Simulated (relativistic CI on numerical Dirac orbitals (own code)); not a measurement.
Hyperfine structure of Rb XIX, mass number 87

Method of calculation: Dirac-Coulomb-Breit CI, KLI orbitals optimised for each configuration, model QED (radiative potential, 1s self-energy scaled to tabulated hydrogen-like ionisation energies), unscaled Slater integrals (own radial code, finite nucleus).

Configuration list (outside the closed core [Ne]): 3s2 3p6 3d, 3s2 3p5 3d2, 3s 3p6 3d2, 3s2 3p6 4s, 3s2 3p6 4p, 3s2 3p6 4d, 3s2 3p6 4f, 3s2 3p5 3d 4s, 3s2 3p5 3d 4p, 3p6 3d3, 3p5 3d4. Double excitations out of closed p, d and f shells are left out; levels of such configurations are missing from the list, as are those of other unlisted configurations, and high levels can miss mixing partners. These lack a partner that the ground configuration has and come out too high: 3s2 3p5 3d 4s, 3s2 3p5 3d 4p.

Nuclear spin I = 3/2, μ = 2.75129 μN, Q = 0.1335 b (tables of Stone and Pyykkö). The electronic factors are computed for point nuclear moments, without core polarisation or the Bohr-Weisskopf and QED corrections.

```tsv
Level	E (cm⁻¹)	A (MHz)	B (MHz)
3s2 3p6 3d 2D_3/2	0	13600	602
3s2 3p6 3d 2D_5/2	18193	5803	830
3s2 3p5 3d2 4D°_1/2	741758	7484	
3s2 3p5 3d2 4D°_3/2	747414	9687	644
3s2 3p5 3d2 4D°_5/2	757600	7669	373
3s2 3p5 3d2 4D°_7/2	771913	6719	-457
3s2 3p5 3d2 4G°_9/2	791236	14770	-3610
3s2 3p5 3d2 4G°_7/2	793652	18180	-3470
```

Levels with J = 0, under 50 % of one LS term, or S terms without an open s electron are left out. Small factors come from cancelling terms and can be off by tens of per cent or more.

At this charge energies of transitions that change n are usually good to better than 1 %, and those within a shell (Δn = 0) to a few per cent.

(1) Give the hyperfine levels of 3s2 3p6 3d 2D_3/2 relative to its centre of gravity.

Results:

(1) With K = F(F + 1) − I(I + 1) − J(J + 1), E = AK/2 + B[¾K(K + 1) − I(I + 1)J(J + 1)]/[2I(2I − 1)J(2J − 1)]: F = 0: -50240, F = 1: -37240, F = 2: -10650, F = 3: 30740 MHz.

LS names give the leading component of a level, which can be under half, so a name can repeat, a term be missing and a line seem to break the LS rules.
